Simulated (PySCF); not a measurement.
C2H6AlNO.
Atom-mapped SMILES: `[CH:1]#[N+:2][AlH2-:3][O:4][CH3:5]` (hydrogens: H6 on C1; H7, H8 on Al3; H9, H10, H11 on C5)

Torsions of this conformer, `[CH:1]#[N+:2][AlH2-:3][O:4][CH3:5]`: N2–Al3–O4–C5 88°.

The closed-shell ground state was solved at several levels (PySCF, density fitting, gas phase, non-relativistic). Isolated species at its PBE0-D3(BJ)/def2-SVP geometry (one conformer only).

| level | basis functions | HOMO (eV) | LUMO (eV) | gap (eV) | dipole (D) |
| --- | --- | --- | --- | --- | --- |
| PBE0/aug-cc-pVDZ | 173 | -7.09 | -1.58 | 5.51 | 6.51 |
| PBE0/6-311+G(2d,p) | 179 | -7.13 | -1.59 | 5.54 | 6.57 |
| PBE0/6-31G* | 86 | -6.87 | -1.15 | 5.72 | 6.61 |
| PBE0/def2-SVP | 104 | -6.96 | -1.38 | 5.58 | 6.62 |
| PBE0/cc-pVTZ | 238 | -7.07 | -1.46 | 5.61 | 6.56 |
| PBE0/cc-pVDZ | 104 | -6.93 | -1.27 | 5.66 | 6.51 |
| PBE0/pcSseg-0 | 61 | -6.82 | -1.51 | 5.31 | 6.96 |
| PBE0/IGLO-III | 244 | -7.12 | -1.57 | 5.55 | 6.56 |

Question: Estimate the row for PBE0/def2-TZVP, a basis of 197 functions; the other rows only guide the guess.

Answer: HOMO -7.10 eV, LUMO -1.50 eV, gap 5.60 eV, dipole 6.57 D.

Question: Over all these levels, which gives the widest orbital gap and which the narrowest?

Answer: PBE0/6-31G* has the widest, 5.72 eV, and PBE0/pcSseg-0 the narrowest, 5.31 eV. From the narrowest to the widest the HOMO moves by -0.05 eV and the LUMO by +0.36 eV.

Question: How much does the basis alone move the frontier levels among the 9 PBE0 rows (the withheld one included)?

Answer: The HOMO by 0.31 eV and the LUMO by 0.44 eV. By rising basis size (HOMO, LUMO in eV): pcSseg-0 -6.82, -1.51; 6-31G* -6.87, -1.15; def2-SVP -6.96, -1.38; cc-pVDZ -6.93, -1.27; aug-cc-pVDZ -7.09, -1.58; 6-311+G(2d,p) -7.13, -1.59; def2-TZVP -7.10, -1.50; cc-pVTZ -7.07, -1.46; IGLO-III -7.12, -1.57.

Question: How far do the dipole and the HOMO energy spread over the levels?

Answer: The dipole runs from 6.51 to 6.96 D (mean 6.61 D) and the HOMO from -7.13 to -6.82 eV.
